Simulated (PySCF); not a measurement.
HTi(OH) + F₂ → TiF₂ + H₂O

Level: PBE0 in the def2-TZVP basis family, all electrons, no relativity, computed in PySCF with density fitting; open shells unrestricted.

```tsv
species	state and structure	E (Eh)	ZPE (kJ/mol)	H(298 K) − H(0) (kJ/mol)	S° (J/(mol K))
HTi(OH)	triplet, Cs, O–H 0.956 Å, Ti–H 1.771 Å, Ti–O 1.804 Å; H–O–Ti 149.0°, H–Ti–O 133.4°	-925.61357	44.6	12.7	267.3
F₂	singlet, D∞h, F–F 1.376 Å	-199.40856	6.6	8.7	201.9
TiF₂	triplet, C2v, Ti–F 1.792 Å (×2); F–Ti–F 139.4°	-1048.94908	9.0	12.4	279.9
H₂O	singlet, C2v, O–H 0.960 Å (×2); H–O–H 105.1°	-76.37736	56.5	9.9	188.7
```

Question: What is the electronic reaction energy?

Answer: At PBE0/def2-TZVP, ΔE = -799.0 kJ/mol from the differences of the total energies times 2625.5, downhill. 

Question: Add zero-point, thermal and entropy terms for 298.15 K and 1 bar.

Answer: ΔZPE = 14.3 and Δ[H(298) − H(0)] = 0.9 kJ/mol give ΔH° = -783.8 kJ/mol. ΔS° = -0.6 J/(mol K), so ΔG° = -783.8 − 298.15 × (-0.0006) = -784 kJ/mol.

Open d or f shells are single determinants, so the state found may not be the ground state. Each species is the lowest minimum found with this bonding; other isomers or fragments can lie lower.
